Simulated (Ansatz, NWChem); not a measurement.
How methods differ on RbBr (SMILES [Br][Rb])

The species is RbBr (2 atoms), meant as a singlet with charge 0. As SMILES, `[Br][Rb]`. Geometry: the measured bond length.

| atom | x (Å) | y (Å) | z (Å) |
| --- | --- | --- | --- |
| Br | 0.0000 | 0.0000 | 0.0000 |
| Rb | 0.0000 | 0.0000 | 2.9447 |

Quantity: the energy change with the Br1–Rb2 bond stretched from 2.945 to 3.386 Å, in eV. The values are calculated.

```tsv
level	kind	program	value (eV)	less CCSD(T)/def2-TZVP	CPU time (all runs)
revPBE/def2-TZVP (core potential) (restricted)	GGA	Ansatz	0.13	-0.03	11 s
PBE0/def2-TZVP (core potential) (restricted)	global hybrid	NWChem	0.19	+0.03	29 s
wB97X/def2-TZVP (core potential) (restricted)	range-separated hybrid	NWChem	0.17	+0.01	2.2 min
PBE-QIDH/def2-TZVP (core potential) (restricted)	double hybrid	Ansatz	0.19	+0.03	20 s
RPA@PBE/def2-TZVP (core potential) (restricted)	RPA	Ansatz	0.16	0.00	17 s
MP3/def2-TZVP (core potential) (restricted)	perturbation theory	NWChem	0.16	0.00	97 s
BCCD(T)/def2-TZVP (core potential) (restricted)	coupled cluster or CI	Ansatz	0.16	0.00	16 s
CCSD(T)/def2-TZVP (core potential) (restricted)	coupled cluster or CI	NWChem	0.16	0.00	3.1 min
```

Differences are taken from CCSD(T)/def2-TZVP (core potential) (restricted) for orientation; it has basis-set and higher-order errors of its own. The first shape isn't each level's own minimum. The values span 0.13 to 0.19 eV. In the correlated wave-function rows the outer d shell of Br is correlated, in sets not made for it. Times are those of the runs behind each value, whatever else they computed, on shared processors of several kinds: orders of magnitude only.
